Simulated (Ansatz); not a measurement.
Cl2H2NSi can be A, `[NH][SiH](Cl)Cl`•, or B, `N[Si](Cl)Cl`•.

Program: Ansatz. Geometries: PBE0-D4/def2-TZVP. ΔE: electronic, gas phase. CCSD(T)/CBS adds triple-zeta CCSD(T) − MP2 to the extrapolated MP2 energy (def2 sets, frozen cores). Functionals use def2-TZVPP. B3LYP here is the variant with VWN-RPA as its local correlation; programs differ in this. No spin–orbit coupling; open shells (•) take unrestricted orbitals. Each species was taken in one conformer, which may not be the lowest.

A:

```xyz
6

N     0.1376   -0.7236    1.2142
Si   -0.2206   -0.0590   -0.3465
Cl   -1.0466    1.7942   -0.1112
Cl    1.5023    0.0596   -1.4374
H     0.8027   -0.1617    1.7506
H    -1.1754   -0.9096   -1.0697
```

B:

```xyz
6

N     0.9143   -0.0933    0.0101
Si   -0.7039    0.2443    0.4239
Cl   -1.7385   -1.5330    0.3142
Cl   -1.4033    1.6139   -0.9462
H     1.3836   -0.8907    0.4102
H     1.5477    0.6588   -0.2121
```

(1) Which isomer does CCSD(T)/CBS put lower? Give the gap. (Best estimate.)

(2) Give E(B) − E(A) in kcal/mol with CCSD(T)/def2-TZVPP, ωB97M-V, B3LYP, CCSD/def2-TZVPP, BLYP-D4, B3LYP-D4, r2SCAN-D4. (Best estimate.)

(3) Does the order hold for the free energy at 298.15 K (harmonic terms from PBE0-D4)? (Best estimate.)

Largest T1 diagnostic: 0.013.

Answers

(1) Ansatz gave: B, by 23.1 kcal/mol.

(2) Computed: CCSD(T)/def2-TZVPP -21.7, ωB97M-V -22.0, B3LYP -22.8, CCSD/def2-TZVPP -20.5, BLYP-D4 -23.9, B3LYP-D4 -23.0, r2SCAN-D4 -23.5. None reverses the order clearly.

(3) The calculation gave: Yes: G(B) − G(A) = -20.3 kcal/mol, for one conformer each.

At CCSD(T), def2-SVP lies +2.5 kcal/mol from the extrapolated value and def2-TZVPP +1.3 kcal/mol. From r2SCAN to r2SCAN0 (25 % exact exchange), in def2-TZVPP and without D4, E(B) − E(A) moves by +0.9 kcal/mol.
